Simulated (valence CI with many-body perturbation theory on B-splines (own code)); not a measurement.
# Ag XXXII: electric-dipole lines

Level of theory: relativistic CI+MBPT: six valence electrons over a frozen Dirac-Fock core [Ne], a basis of 9 s, 9 p, 8 d, 6 f, 3 g, 1 h functions for each j, with the one-electron correlation potential Σ1 (screened to all orders), the two-electron term Σ2, the three-electron term Σ3, Breit, model QED; selected single and double excitations, second order for the rest, scaled by the run's own slope (own B-spline code, finite nucleus).

No measured spectrum was set against this ion. As an estimate, large intervals hold to a few tenths of a per cent, small ones and those within an open d or f shell to about a per cent. Among the levels kept, up to 1500 cm⁻¹ of a level comes from second order outside the variational space, and about a tenth of that is noise between levels of different J, which matters for small intervals.

Lines 51 to 90 of 90 in falling wavelength, among levels below 208.23 eV, chosen from the strongest by gf and those to the six lowest levels. Wavelengths and rates use the calculated energies. Electric multipoles are in the length gauge, E1 and E2 with the static RPA response of the core. Weak lines are less certain than strong ones. Lines between different terms over intervals too small for the method are left out, as are lines whose strength nearly cancels. Where a level lies close to another of its J and parity, the split of strength between their lines is uncertain. The highest levels of a list are the least certain.

Levels are named by their leading jj configuration (3d3/2^4 stands for four electrons in 3d with j = 3/2), which in mixed levels can hold well under half, so a name can repeat and another be missing. Letters in brackets count levels of one name in rising energy.

| λ vac (Å) | Upper | Lower | A (s⁻¹) | S (a.u.) |
| --- | --- | --- | --- | --- |
| 82.22 | (3s^2 3p1/2 3p3/2^2 3d5/2) J=3 [b] | (3s^2 3p1/2 3p3/2^3) J=2 | 2.34e+09 | 4.49e-03 |
| 81.63 | (3s^2 3p1/2^2 3p3/2 3d5/2) J=3 | (3s^2 3p1/2^2 3p3/2^2) J=2 | 4.33e+10 | 8.15e-02 |
| 81.54 | (3s^2 3p1/2 3p3/2^2 3d3/2) J=2 [c] | (3s^2 3p1/2 3p3/2^3) J=1 | 2.35e+10 | 3.14e-02 |
| 81.39 | (3s^2 3p1/2 3p3/2^2 3d3/2) J=1 [b] | (3s^2 3p1/2 3p3/2^3) J=2 | 1.28e+08 | 1.02e-04 |
| 81.29 | (3s^2 3p1/2 3p3/2^2 3d3/2) J=1 [a] | (3s^2 3p1/2^2 3p3/2^2) J=0 | 8.58e+09 | 6.82e-03 |
| 81.23 | (3s^2 3p1/2 3p3/2^2 3d5/2) J=0 [b] | (3s^2 3p1/2 3p3/2^3) J=1 | 5.92e+10 | 1.57e-02 |
| 81.21 | (3s^2 3p1/2 3p3/2^2 3d5/2) J=2 [b] | (3s^2 3p1/2 3p3/2^3) J=2 | 3.68e+10 | 4.87e-02 |
| 81.04 | (3s^2 3p1/2 3p3/2^2 3d5/2) J=2 [a] | (3s^2 3p1/2 3p3/2^3) J=1 | 1.40e+09 | 1.84e-03 |
| 79.48 | (3s^2 3p1/2 3p3/2^2 3d5/2) J=3 [c] | (3s^2 3p1/2 3p3/2^3) J=2 | 5.49e+10 | 9.53e-02 |
| 78.33 | (3s^2 3p1/2 3p3/2^2 3d3/2) J=1 [b] | (3s^2 3p1/2 3p3/2^3) J=1 | 4.19e+10 | 2.98e-02 |
| 78.27 | (3s^2 3p1/2^2 3p3/2 3d5/2) J=1 | (3s^2 3p1/2^2 3p3/2^2) J=2 | 3.49e+08 | 2.48e-04 |
| 78.16 | (3s^2 3p1/2 3p3/2^2 3d5/2) J=2 [b] | (3s^2 3p1/2 3p3/2^3) J=1 | 2.40e+10 | 2.82e-02 |
| 78.16 | (3s^2 3p1/2 3p3/2^2 3d3/2) J=1 [c] | (3s^2 3p1/2 3p3/2^3) J=2 | 8.24e+10 | 5.83e-02 |
| 76.64 | (3s^2 3p1/2 3p3/2^2 3d5/2) J=1 [a] | (3s^2 3p1/2^2 3p3/2^2) J=0 | 9.02e+09 | 6.01e-03 |
| 76.21 | (3s^2 3p1/2 3p3/2^2 3d3/2) J=1 [a] | (3s^2 3p1/2^2 3p3/2^2) J=2 | 2.12e+09 | 1.39e-03 |
| 76.00 | (3s^2 3p1/2 3p3/2^2 3d3/2) J=2 [a] | (3s^2 3p1/2^2 3p3/2^2) J=2 | 3.68e+09 | 3.98e-03 |
| 75.71 | (3s^2 3p1/2 3p3/2^2 3d5/2) J=2 [c] | (3s^2 3p1/2 3p3/2^3) J=2 | 1.07e+11 | 1.14e-01 |
| 75.67 | (3s^2 3p1/2 3p3/2^2 3d5/2) J=1 [c] | (3s^2 3p1/2 3p3/2^3) J=2 | 1.91e+11 | 1.22e-01 |
| 75.32 | (3s^2 3p1/2 3p3/2^2 3d3/2) J=1 [c] | (3s^2 3p1/2 3p3/2^3) J=1 | 3.18e+06 | 2.01e-06 |
| 74.45 | (3s^2 3p1/2 3p3/2^2 3d3/2) J=3 [a] | (3s^2 3p1/2^2 3p3/2^2) J=2 | 3.32e+09 | 4.73e-03 |
| 73.05 | (3s^2 3p1/2 3p3/2^2 3d5/2) J=2 [c] | (3s^2 3p1/2 3p3/2^3) J=1 | 1.91e+11 | 1.83e-01 |
| 73.02 | (3s^2 3p1/2 3p3/2^2 3d5/2) J=1 [c] | (3s^2 3p1/2 3p3/2^3) J=1 | 6.24e+10 | 3.59e-02 |
| 72.35 | (3s^2 3p1/2 3p3/2^2 3d5/2) J=3 [a] | (3s^2 3p1/2^2 3p3/2^2) J=2 | 3.04e+09 | 3.98e-03 |
| 72.11 | (3s^2 3p1/2 3p3/2^2 3d5/2) J=1 [a] | (3s^2 3p1/2^2 3p3/2^2) J=2 | 3.63e+09 | 2.02e-03 |
| 69.90 | (3s^2 3p1/2 3p3/2^2 3d5/2) J=1 [b] | (3s^2 3p1/2^2 3p3/2^2) J=0 | 7.03e+08 | 3.56e-04 |
| 69.32 | (3s^2 3p1/2 3p3/2^2 3d3/2) J=2 [b] | (3s^2 3p1/2^2 3p3/2^2) J=2 | 2.57e+10 | 2.11e-02 |
| 66.51 | (3s^2 3p1/2 3p3/2^2 3d3/2) J=1 [b] | (3s^2 3p1/2^2 3p3/2^2) J=0 | 7.83e+10 | 3.41e-02 |
| 66.11 | (3s^2 3p1/2 3p3/2^2 3d5/2) J=1 [b] | (3s^2 3p1/2^2 3p3/2^2) J=2 | 1.85e+11 | 7.91e-02 |
| 65.14 | (3s^2 3p1/2 3p3/2^2 3d3/2) J=2 [c] | (3s^2 3p1/2^2 3p3/2^2) J=2 | 2.49e+11 | 1.70e-01 |
| 64.85 | (3s^2 3p1/2 3p3/2^2 3d3/2) J=3 [b] | (3s^2 3p1/2^2 3p3/2^2) J=2 | 3.49e+11 | 3.28e-01 |
| 64.82 | (3s^2 3p1/2 3p3/2^2 3d5/2) J=2 [a] | (3s^2 3p1/2^2 3p3/2^2) J=2 | 8.50e+10 | 5.71e-02 |
| 64.33 | (3s^2 3p1/2 3p3/2^2 3d3/2) J=1 [c] | (3s^2 3p1/2^2 3p3/2^2) J=0 | 2.77e+11 | 1.09e-01 |
| 63.56 | (3s^2 3p1/2 3p3/2^2 3d5/2) J=3 [b] | (3s^2 3p1/2^2 3p3/2^2) J=2 | 3.61e+09 | 3.20e-03 |
| 63.07 | (3s^2 3p1/2 3p3/2^2 3d3/2) J=1 [b] | (3s^2 3p1/2^2 3p3/2^2) J=2 | 2.97e+11 | 1.10e-01 |
| 62.96 | (3s^2 3p1/2 3p3/2^2 3d5/2) J=2 [b] | (3s^2 3p1/2^2 3p3/2^2) J=2 | 9.17e+10 | 5.65e-02 |
| 62.64 | (3s^2 3p1/2 3p3/2^2 3d5/2) J=1 [c] | (3s^2 3p1/2^2 3p3/2^2) J=0 | 8.47e+10 | 3.08e-02 |
| 61.92 | (3s^2 3p1/2 3p3/2^2 3d5/2) J=3 [c] | (3s^2 3p1/2^2 3p3/2^2) J=2 | 6.91e+10 | 5.66e-02 |
| 61.11 | (3s^2 3p1/2 3p3/2^2 3d3/2) J=1 [c] | (3s^2 3p1/2^2 3p3/2^2) J=2 | 6.01e+09 | 2.03e-03 |
| 59.60 | (3s^2 3p1/2 3p3/2^2 3d5/2) J=2 [c] | (3s^2 3p1/2^2 3p3/2^2) J=2 | 1.87e+10 | 9.75e-03 |
| 59.58 | (3s^2 3p1/2 3p3/2^2 3d5/2) J=1 [c] | (3s^2 3p1/2^2 3p3/2^2) J=2 | 2.80e+08 | 8.76e-05 |
